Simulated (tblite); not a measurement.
Compound: C₄H₄F₄.
SMILES with atom numbers: `[F:1][CH2:2][C@H:3]([F:4])[CH:5]=[C:6]([F:7])[F:8]` (hydrogens: H9, H10 on C2; H11 on C3; H12 on C5)

Computed with GFN2-xTB (tblite), gas phase: L-BFGS steps from a force-field or distance-geometry start until the largest atomic force falls under 0.01 eV/Å.

Step 7: E = -802.7882 eV
```
atom  x, y, z in Å  |  force x, y, z in eV/Å
F1      1.5008    0.8968    1.2537    0.028  -0.049   0.016
C2      1.4342    0.3085    0.0221   -0.003  -0.023   0.023
C3      0.3963   -0.8216    0.0390   -0.113  -0.009   0.059
F4      0.3698   -1.3483   -1.2374   -0.005  -0.044   0.073
C5     -0.9773   -0.3500    0.4414    0.006   0.064  -0.051
C6     -1.6141    0.5597   -0.2753   -0.061   0.046  -0.039
F7     -2.8185    1.0391   -0.0195    0.015  -0.082   0.080
F8     -1.1427    1.1385   -1.3699   -0.057  -0.030   0.051
H9      1.1591    1.0814   -0.7009    0.035  -0.025  -0.007
H10     2.4174   -0.1090   -0.2122    0.062   0.079   0.003
H11     0.7157   -1.6266    0.7088    0.042  -0.046  -0.017
H12    -1.4396   -0.7692    1.3242    0.053   0.119  -0.190
```

Step 8: E = -802.7913 eV
```
atom  x, y, z in Å  |  force x, y, z in eV/Å
F1      1.5036    0.8953    1.2542    0.018  -0.051   0.022
C2      1.4389    0.3077    0.0223   -0.098  -0.051   0.001
C3      0.3970   -0.8254    0.0395   -0.061   0.042   0.059
F4      0.3678   -1.3549   -1.2366    0.006  -0.012   0.108
C5     -0.9774   -0.3468    0.4396    0.055   0.048  -0.091
C6     -1.6173    0.5616   -0.2770   -0.010  -0.003  -0.004
F7     -2.8218    1.0375   -0.0162    0.005  -0.073   0.077
F8     -1.1500    1.1417   -1.3715   -0.044  -0.012   0.021
H9      1.1595    1.0822   -0.6996    0.050  -0.062   0.013
H10     2.4253   -0.1032   -0.2101    0.036   0.053  -0.010
H11     0.7191   -1.6327    0.7095   -0.007   0.028  -0.051
H12    -1.4435   -0.7638    1.3199    0.050   0.094  -0.147
```

Problem. Estimate the geometry and energy of step 9. (The exact step hangs on the optimiser's Hessian estimate; all steps are aligned on step 8, rigid shifts and turns removed.)

Solution. E = -802.7940 eV, largest force 0.124 eV/Å
```
atom  x, y, z in Å  |  force x, y, z in eV/Å
F1      1.5063    0.8928    1.2552    0.004  -0.049   0.024
C2      1.4417    0.3060    0.0228   -0.111  -0.053  -0.006
C3      0.3967   -0.8280    0.0410    0.018   0.066   0.031
F4      0.3661   -1.3608   -1.2339    0.014   0.004   0.100
C5     -0.9765   -0.3430    0.4363    0.078   0.026  -0.093
C6     -1.6204    0.5634   -0.2787    0.031  -0.031   0.013
F7     -2.8249    1.0346   -0.0116   -0.010  -0.059   0.068
F8     -1.1570    1.1443   -1.3728   -0.038   0.022  -0.026
H9      1.1609    1.0817   -0.6983    0.047  -0.078   0.024
H10     2.4324   -0.0970   -0.2085   -0.009   0.022  -0.016
H11     0.7218   -1.6375    0.7093   -0.050   0.079  -0.051
H12    -1.4459   -0.7572    1.3133    0.026   0.052  -0.066
```

The energy changes by -0.0026 eV. The first-order estimate −F·Δx gives -0.0037 eV and the mean of the old and new forces, exact on a quadratic surface, -0.0027 eV. The step makes an angle of 58° with the force vector and moves no atom by more than 0.010 Å.

The cost below is that of the whole relaxation. The run took 0.19 s of wall time on Arm Neoverse V2, one thread (shared host).
